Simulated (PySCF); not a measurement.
Species: C₇H₁₁N.
Numbering: `[CH2:1]=[N:2][C@@H:3]1[CH2:4][C@@:5]12[CH2:6][C@H:7]2[CH3:8]` (hydrogens: H9, H10 on C1; H11 on C3; H12, H13 on C4; H14, H15 on C6; H16 on C7; H17, H18, H19 on C8)

All values: CAM-B3LYP/def2-SVPD (PySCF, non-relativistic), on one gas-phase PBE0-D3(BJ)/def2-SVP geometry that isn't relaxed in the solvent. The solvent is an IEF-PCM continuum (van der Waals radii × 1.2). Specific hydrogen bonds and non-electrostatic terms are outside this model.

Gas phase at CAM-B3LYP/def2-SVPD: HOMO -8.60 eV, LUMO 0.77 eV, dipole 1.21 D.

**Question.** What does the continuum do to the energy, the frontier levels and the dipole at CAM-B3LYP/def2-SVPD in methanol and water?

**Answer.** 
```
 solvent      ε  E(solvent) − E(gas) (kcal/mol)  polarisation term (kcal/mol)  distortion of the solute (kcal/mol)  HOMO (eV)  LUMO (eV)  dipole (D)
methanol  32.61                           -3.72                         -4.50                                 0.78      -8.59       0.78        1.89
   water  78.36                           -3.86                         -4.72                                 0.86      -8.59       0.78        1.93
```

Polarisation term: ½ Σ q·V over the induced surface charges. Distortion: the rise of the solute's own energy as its density leaves the gas-phase optimum. From methanol to water the lowering changes by a factor 1.04, Onsager's factor (ε − 1)/(2ε + 1) by 1.03 and ε itself by 2.4.

**Question.** Which radius a makes the point-dipole formula ΔE = −[(ε − 1)/(2ε + 1)]·μ²/a³ give the value in water, with the gas-phase dipole?

**Answer.** μ = 0.475 au and |ΔE| = 0.00615 Eh give a = 1.39 Å; the farthest nucleus lies 3.69 Å from the centroid of the nuclei, so such a sphere wouldn't even hold the nuclei. The formula assumes a rigid point dipole at the centre of a sphere.

**Question.** How does the static polarisability (CAM-B3LYP/def2-SVPD, frozen core, with the continuum's full static response) change?

**Answer.** 
```csv
medium,isotropic (au),principal values (au),⟨r²⟩ of the electrons (bohr²)
gas,90.2,"76.4, 86.5, 107.7",1028.2
methanol,122.0,"108.0, 114.5, 143.5",1026.5
water,123.2,"109.4, 115.5, 144.7",1026.5
```

The isotropic value in water is 1.37 times the gas-phase one; no cavity-field correction is applied. ⟨r²⟩ is taken about the centre of nuclear charge.

Time: 1.8 min; peak memory 1.3 GiB. Hardware: Arm Neoverse N1, one thread, on a shared host. This is the whole response run at CAM-B3LYP/def2-SVPD in water, SCF included.

Conformer computed: `[CH2:1]=[N:2][C@@H:3]1[CH2:4][C@@:5]12[CH2:6][C@H:7]2[CH3:8]`: C1–N2–C3–C4 -146°.
